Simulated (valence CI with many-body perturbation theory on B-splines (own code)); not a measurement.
**E1 line list for In43+**

Method: configuration interaction combined with many-body perturbation theory (CI+MBPT): four valence electrons over a frozen Dirac-Fock core [He], radial functions for each j: 11 s, 11 p, 10 d, 8 f, 5 g, 2 h, with the one-electron correlation potential Σ1, the two-electron term Σ2, the three-electron term Σ3, Breit, model QED; selected CI, second order for the rest, scaled by the run's own slope (own B-spline code, finite nucleus).

No measured spectrum was set against this ion. As an estimate, large intervals hold to a few tenths of a per cent, small ones and those within an open d or f shell to about a per cent. Among the levels kept, up to 810 cm⁻¹ of a level comes from second order outside the variational space, and about a tenth of that is noise between levels of different J, which matters for small intervals.

Lines 1 to 50 of 544 in falling wavelength, among levels below 40375 × 10³ cm⁻¹, chosen from the strongest by gf and those to the six lowest levels. Wavelengths and rates use the calculated energies. Electric multipoles are in the length gauge with retardation, E1 and E2 with the static RPA response of the core. Weak lines are less certain than strong ones. Lines between different terms over intervals too small for the method are left out, as are lines whose strength nearly cancels. The highest levels of a list are the least certain.

Levels are named by their leading jj configuration (3d3/2^4 stands for four electrons in 3d with j = 3/2), which in mixed levels can hold well under half, so a name can repeat and another be missing. Letters in brackets count levels of one name in rising energy.

```
λ vac (nm)                           Upper                           Lower   A (s⁻¹)  log gf  Branch %
     24.29          (2s 2p3/2^2 3p1/2) J=3         (2s 2p3/2^2 3s) J=2 [a]  1.60e+09   -1.00       0.0
     24.14      (2s 2p1/2 2p3/2 3p1/2) J=3         (2s 2p1/2 2p3/2 3s) J=3  1.39e+09   -1.07       0.0
     20.23          (2s^2 2p3/2 3p1/2) J=2             (2s^2 2p3/2 3s) J=2  2.96e+09   -1.04       0.2
     19.95      (2s 2p3/2^2 3d5/2) J=4 [a]          (2s 2p3/2^2 3p3/2) J=4  1.76e+09   -1.02       0.0
     19.87      (2s 2p3/2^2 3p1/2) J=2 [a]             (2s 2p3/2^2 3s) J=3  4.23e+09   -0.90       0.0
     19.25      (2s 2p3/2^2 3d5/2) J=3 [c]      (2s 2p3/2^2 3p3/2) J=2 [c]  2.97e+09   -0.94       0.0
     19.19   (2p1/2 2p3/2^2 3p1/2) J=2 [b]          (2p1/2 2p3/2^2 3s) J=3  3.89e+09   -0.97       0.0
     19.11  (2s 2p1/2 2p3/2 3d5/2) J=4 [a]  (2s 2p1/2 2p3/2 3p3/2) J=3 [a]  5.41e+09   -0.57       0.1
     19.00      (2s 2p1/2 2p3/2 3d5/2) J=5      (2s 2p1/2 2p3/2 3p3/2) J=4  5.99e+09   -0.45      58.9
     18.83          (2s 2p3/2^2 3p1/2) J=3             (2s 2p3/2^2 3s) J=3  3.12e+09   -0.94       0.0
     18.80          (2s 2p3/2^2 3d5/2) J=5          (2s 2p3/2^2 3p3/2) J=4  6.00e+09   -0.46       9.0
     18.75       (2p1/2^2 2p3/2 3d5/2) J=4       (2p1/2^2 2p3/2 3p3/2) J=3  6.90e+09   -0.49       0.8
     18.74       (2p1/2 2p3/2^2 3d5/2) J=4   (2p1/2 2p3/2^2 3p3/2) J=3 [a]  5.94e+09   -0.55       0.5
     18.68          (2s 2p1/2^2 3d5/2) J=3          (2s 2p1/2^2 3p3/2) J=2  6.06e+09   -0.65       0.0
     18.64       (2p1/2 2p3/2^2 3d5/2) J=3   (2p1/2 2p3/2^2 3p3/2) J=2 [a]  5.29e+09   -0.71       0.0
     18.40  (2s 2p1/2 2p3/2 3d5/2) J=2 [d]  (2s 2p1/2 2p3/2 3p3/2) J=1 [d]  3.89e+09   -1.01       0.0
     18.38      (2s 2p3/2^2 3d5/2) J=3 [a]      (2s 2p3/2^2 3p3/2) J=2 [a]  3.63e+09   -0.89       0.0
     18.30  (2s 2p1/2 2p3/2 3p1/2) J=2 [b]         (2s 2p1/2 2p3/2 3s) J=3  4.70e+09   -0.93       0.0
     18.27       (2p1/2^2 2p3/2 3d5/2) J=3       (2p1/2^2 2p3/2 3p3/2) J=2  5.77e+09   -0.69       0.0
     17.90      (2s 2p3/2^2 3d5/2) J=3 [b]      (2s 2p3/2^2 3p3/2) J=2 [b]  5.58e+09   -0.73       0.0
     17.78  (2s 2p1/2 2p3/2 3d5/2) J=4 [c]  (2s 2p1/2 2p3/2 3p3/2) J=3 [c]  7.10e+09   -0.52       0.0
     17.70  (2s 2p1/2 2p3/2 3d5/2) J=3 [c]  (2s 2p1/2 2p3/2 3p3/2) J=2 [d]  6.30e+09   -0.68       0.0
     17.58  (2s 2p1/2 2p3/2 3d5/2) J=2 [c]  (2s 2p1/2 2p3/2 3p3/2) J=1 [c]  4.40e+09   -0.99       0.0
     17.43          (2s 2p3/2^2 3d3/2) J=4      (2s 2p3/2^2 3p3/2) J=3 [a]  4.32e+09   -0.75       0.0
     17.27          (2s^2 2p1/2 3d5/2) J=3          (2s^2 2p1/2 3p3/2) J=2  7.37e+09   -0.64       0.0
     17.26  (2s 2p1/2 2p3/2 3d5/2) J=4 [b]  (2s 2p1/2 2p3/2 3p3/2) J=3 [b]  6.53e+09   -0.58       0.0
     17.26  (2s 2p1/2 2p3/2 3d5/2) J=3 [b]  (2s 2p1/2 2p3/2 3p3/2) J=2 [c]  6.51e+09   -0.69       0.0
     17.08      (2s 2p3/2^2 3d5/2) J=2 [a]      (2s 2p3/2^2 3p3/2) J=2 [a]  3.84e+09   -1.08       0.0
     17.07       (2p1/2^2 2p3/2 3d5/2) J=2       (2p1/2^2 2p3/2 3p3/2) J=1  4.89e+09   -0.97       0.0
     16.98      (2s 2p3/2^2 3d5/2) J=4 [b]      (2s 2p3/2^2 3p3/2) J=3 [b]  7.13e+09   -0.56       0.2
     16.88          (2s^2 2p3/2 3d5/2) J=4          (2s^2 2p3/2 3p3/2) J=3  6.51e+09   -0.60      45.2
     16.49          (2s^2 2p3/2 3d5/2) J=3          (2s^2 2p3/2 3p3/2) J=2  5.12e+09   -0.83       0.0
     16.39  (2s 2p1/2 2p3/2 3d5/2) J=3 [a]  (2s 2p1/2 2p3/2 3p3/2) J=2 [b]  4.91e+09   -0.86       0.0
     16.36  (2s 2p1/2 2p3/2 3d5/2) J=2 [a]  (2s 2p1/2 2p3/2 3p3/2) J=1 [a]  5.24e+09   -0.98       0.0
     16.35          (2s^2 2p1/2 3d5/2) J=2          (2s^2 2p1/2 3p3/2) J=1  6.67e+09   -0.87       0.0
     16.21          (2s 2p1/2^2 3d5/2) J=2          (2s 2p1/2^2 3p3/2) J=1  8.60e+09   -0.77       0.0
     16.02  (2s 2p1/2 2p3/2 3d3/2) J=3 [c]  (2s 2p1/2 2p3/2 3p3/2) J=2 [a]  4.62e+09   -0.90       0.0
     15.99      (2s 2p3/2^2 3d5/2) J=2 [b]      (2s 2p3/2^2 3p3/2) J=1 [b]  6.98e+09   -0.87       0.0
     13.62      (2s 2p3/2^2 3d5/2) J=3 [a]      (2s 2p3/2^2 3p3/2) J=3 [a]  4.45e+09   -1.06       0.0
     12.24   (2p1/2 2p3/2^2 3p3/2) J=1 [a]      (2p1/2 2p3/2^2 3s) J=2 [b]  1.39e+10   -1.03       0.0
     12.16      (2s 2p3/2^2 3p3/2) J=3 [a]         (2s 2p3/2^2 3s) J=2 [a]  1.16e+10   -0.75       0.0
     11.98       (2p1/2^2 2p3/2 3p3/2) J=1          (2p1/2^2 2p3/2 3s) J=1  2.24e+10   -0.84       0.0
     11.94  (2s 2p1/2 2p3/2 3p3/2) J=1 [a]     (2s 2p1/2 2p3/2 3s) J=1 [a]  1.61e+10   -0.99       0.0
     11.89      (2s 2p3/2^2 3p3/2) J=1 [b]             (2s 2p3/2^2 3s) J=0  1.48e+10   -1.03       0.0
     11.83   (2p1/2 2p3/2^2 3p3/2) J=3 [b]      (2p1/2 2p3/2^2 3s) J=2 [b]  1.66e+10   -0.61       0.0
     11.77  (2s 2p1/2 2p3/2 3p3/2) J=2 [b]     (2s 2p1/2 2p3/2 3s) J=2 [b]  1.39e+10   -0.84       0.0
     11.74      (2s 2p3/2^2 3p3/2) J=1 [a]         (2s 2p3/2^2 3s) J=2 [a]  1.81e+10   -0.95       0.0
     11.69  (2s 2p1/2 2p3/2 3d3/2) J=2 [d]  (2s 2p1/2 2p3/2 3p1/2) J=1 [c]  1.00e+10   -0.99       0.0
     11.57   (2p1/2 2p3/2^2 3p3/2) J=3 [b]          (2p1/2 2p3/2^2 3s) J=3  1.36e+10   -0.72       0.0
     11.54      (2s 2p3/2^2 3p3/2) J=3 [b]         (2s 2p3/2^2 3s) J=2 [b]  2.11e+10   -0.53       0.0
```

Task: How does gf follow from A for the line at 19.19 nm?

Result: gf = 1.4992 × (2J+1)_upper × A / σ², with σ = 521054 cm⁻¹ and 2J+1 = 5: gf = 0.107.
